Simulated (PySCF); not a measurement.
[PySCF: shieldings: GIAO PBE0/pcSseg-1; geometry: GFN2-xTB; in vacuum; no relativistic terms; averaged over atoms made equivalent by symmetry, fast rotation or ring inversion; a single conformation]

Scale: TMS for ¹H, ¹³C (reference shieldings calculated alike). Shifts are as computed. Against solution values, carbons near 30 ppm lie about +3 ppm off and those near 130 ppm about +5 ppm; carbons on Cl a further +6 ppm. Of 1309 compounds with measured shifts, 239 miss one by over three times the rms of a fit or turn the order of signals round; such compounds aren't used in these exercises. Carbons bonded to Cl come out too deshielded. OH and NH positions are gas-phase values without hydrogen bonding to other molecules.

(1) Order these molecules by the shift of their most deshielded carbon, lowest δ first.
A. [SiH3]C[Si]([SiH3])([SiH3])Cl
B. CC1=C(F)[SiH2][Si@@H]1C(F)F
C. N#Cc1cn([SiH3])cn1
D. [H]/N=C/[SiH2]C1CCC1

(2) Order these molecules by the shift of their most shielded carbon-bound hydrogen, lowest δ first.
A. CC1=C(F)[SiH2][Si@@H]1C(F)F
B. N#Cc1cn([SiH3])cn1
C. [SiH3]C[Si]([SiH3])([SiH3])Cl
D. CC(C)([SiH3])Cl

(3) How many ¹³C and ¹H signals does each give (equivalence by symmetry and fast rotation, but not about amide C–N or C=N bonds)? `CC1=C(F)[SiH2][Si@@H]1C(F)F`, `CC(C)([SiH3])Cl`, `N#Cc1cn([SiH3])cn1`, `[H]/N=C/[SiH2]C1CCC1`, `[SiH3]C[Si]([SiH3])([SiH3])Cl`

## Answers

(1) A (5.1 ppm, sp3 CH2 bonded to 2 Si), C (144.9 ppm, aromatic CH between two ring heteroatoms), B (182.0 ppm, fully substituted alkene carbon), D (191.0 ppm, C=N carbon).

(2) C (0.77 ppm, hydrogen on an sp3 CH2 bonded to 2 Si), D (1.68 ppm, hydrogen on a methyl carbon), A (2.11 ppm, hydrogen on an allylic methyl carbon), B (7.21 ppm, hydrogen on an aromatic CH between two ring heteroatoms).

(3) CC1=C(F)[SiH2][Si@@H]1C(F)F: 4 C, 5 H; CC(C)([SiH3])Cl: 2 C, 2 H; N#Cc1cn([SiH3])cn1: 4 C, 3 H; [H]/N=C/[SiH2]C1CCC1: 4 C, 8 H; [SiH3]C[Si]([SiH3])([SiH3])Cl: 1 C, 3 H.
